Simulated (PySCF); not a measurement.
**Correlation energy of Se (selenium, neutral)**

[Ar] 3d10 4s2 4p4, high-spin 3P determinant. All numbers are calculated (PySCF 2.14, scalar relativity by spin-free X2C-1e, in Sapporo-DKH3-DZP-2012 (6s5p3d1f, 43 functions)). Frozen: [Ar] 3d10; 6 electrons correlated.

MP2 pair energies summed by pair of shells (mhartree):

```csv
pair,energy,share (%)
4p-4p,-35.64,47.3
4s-4p,-33.28,44.2
4s-4s,-6.35,8.4
```

Total MP2 correlation energy: -75.27 mhartree.

Same-spin part -19.08 and opposite-spin part -56.19 mhartree; SCS-MP2 scales them by 1/3 and 6/5 to -73.79 mhartree.

| level | correlation energy (mhartree) |
| --- | --- |
| CCSD | -90.93 |
| (T) | -1.31 |
| CCSD(T) | -92.24 |

Diagnostics: T1 = 0.0074, D1 = 0.0230, largest double amplitude 0.057.

Q: Is a single reference adequate?

A: Yes, within this model without spin-orbit coupling: T1 lies below 0.03 and no double amplitude reaches 0.07.
